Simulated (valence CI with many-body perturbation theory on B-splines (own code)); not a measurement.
Tl XI in brief

Computed by configuration interaction combined with many-body perturbation theory (CI+MBPT): three valence electrons over a frozen Dirac-Fock core [Xe] 4f14, a basis of 7 s, 7 p, 8 d, 6 f, 4 g, 1 h functions for each j, with the one-electron correlation potential Σ1 (screened to all orders), the two-electron term Σ2, the three-electron term Σ3, Breit, model QED; selected single and double excitations, second order for the rest, scaled by the run's own slope (own B-spline code, finite nucleus).

No measured spectrum was set against this ion. As an estimate, terms of the open shell hold to 2 to 4 % of their energy, and close levels can change places. The list stops below the first excitations out of the core. Only levels of the ground parity were solved; by the run's estimate the other parity begins above the list, which can be wrong where configurations are misplaced.

Levels are named by their leading jj configuration (3d3/2^4 stands for four electrons in 3d with j = 3/2), which in mixed levels can hold well under half, so a name can repeat and another be missing.

Rates and lifetimes use the calculated energies. Strong lines usually hold to 10 to 20 %, long lifetimes can be off by a factor of two.

(1) What is the ground level?

(2) How well does LS coupling describe the low levels?

(3) What is the ionisation energy?

(4) Name the longest-lived excited levels whose lifetime is computed, and their main decay.

Results:

(1) (5d3/2^3) J=3/2, composition 69 % 5d3 4F + 24 % 5d3 2D + 5 % 5d3 2P, g = 0.569.

(2) Among the lowest 20 levels the leading LS term, summed over configurations, holds 70 % on average. For single configurations the figures are 69 % in LS and 84 % in jj coupling. Terms mix most in the J = 9/2 level at 3.791 eV, where the leading one holds 42 %.

(3) 178.21 eV; NIST lists 177 ± 2.4 eV (theoretical).

(4) (5d3/2^2 5d5/2) J=9/2 at 3.791 eV lives 2.18 s, mostly by M1 to (5d3/2^2 5d5/2) J=7/2; (5d3/2^2 5d5/2) J=7/2 at 3.372 eV lives 43.1 ms, mostly by M1 to (5d3/2^2 5d5/2) J=5/2.
